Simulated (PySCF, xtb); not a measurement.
CdS, SMILES [S]=[Cd].

GFN2-xTB (xtb 6.7.1) at its own geometry gives an orbital gap of 1.28 eV and a dipole moment of 6.28 D.

Geometry optimised at r2SCAN-D4/def2-TZVPD. The def2 effective core potentials stand for the cores of Cd; spin–orbit coupling is left out.

Problem. What does PySCF with ωB97X/def2-TZVPD give? (An estimate is asked for; the answer gives what the named calculation found.)

Solution. gap 6.18 eV (levels -8.57 and -2.39 eV), dipole 6.46 D.
